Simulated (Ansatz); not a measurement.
Relaxation of CH7BN2 (11 atoms, charge 0, multiplicity 1), to a largest force component of 0.02 eV/Å in at most 40 steps.

The calculation used Ansatz 0.2.0, RKS PBE0-D4/6-31G*.

```xyz
11
Properties=species:S:1:pos:R:3
B 0.000 0.000 0.000
C 0.000 0.000 1.600
H -1.000 -0.309 1.970
H 0.768 -0.711 1.970
H 0.232 1.020 1.970
N 1.342 0.000 -0.775
H 1.809 -0.918 -1.027
H 1.794 0.918 -1.053
N -1.342 0.000 -0.775
H -2.011 -0.816 -0.676
H -1.591 0.816 -1.404
```

Q: Where does it end, and by what steps?

A: The forces met the threshold. After 11 steps the energy has fallen by 2.479 eV; H7 moved furthest, 1.41 Å.

```json
{"step": "0", "energy less start (eV)": "0.0000", "largest force component (eV/Å)": "2.203", "accepted": "yes"}
{"step": "1", "energy less start (eV)": "-0.8111", "largest force component (eV/Å)": "1.524", "accepted": "yes"}
{"step": "2", "energy less start (eV)": "-1.2902", "largest force component (eV/Å)": "0.921", "accepted": "yes"}
{"step": "3", "energy less start (eV)": "-1.5739", "largest force component (eV/Å)": "0.680", "accepted": "yes"}
{"step": "4", "energy less start (eV)": "-1.7858", "largest force component (eV/Å)": "1.276", "accepted": "yes"}
{"step": "5", "energy less start (eV)": "-1.9852", "largest force component (eV/Å)": "1.035", "accepted": "yes"}
{"step": "6", "energy less start (eV)": "-2.1973", "largest force component (eV/Å)": "0.883", "accepted": "yes"}
{"step": "7", "energy less start (eV)": "-2.3607", "largest force component (eV/Å)": "0.491", "accepted": "yes"}
{"step": "8", "energy less start (eV)": "-2.4492", "largest force component (eV/Å)": "0.315", "accepted": "yes"}
{"step": "9", "energy less start (eV)": "-2.4781", "largest force component (eV/Å)": "0.095", "accepted": "yes"}
{"step": "10", "energy less start (eV)": "-2.4791", "largest force component (eV/Å)": "0.029", "accepted": "yes"}
{"step": "11", "energy less start (eV)": "-2.4792", "largest force component (eV/Å)": "0.010", "accepted": "yes"}
```

```xyz
11
Properties=species:S:1:pos:R:3
B -0.006 0.003 -0.045
C -0.009 0.038 1.543
H -1.018 0.059 1.969
H 0.497 -0.845 1.953
H 0.526 0.914 1.929
N 1.212 0.207 -0.746
H 1.303 0.179 -1.749
H 2.081 0.385 -0.271
N -1.212 -0.246 -0.750
H -2.087 -0.393 -0.276
H -1.286 -0.300 -1.754
```

Whether the end is a true minimum wasn't checked by a vibrational analysis.

The run took 31 s on 1 thread of Arm Neoverse V2 (shared host), peak memory 0.14 GiB.
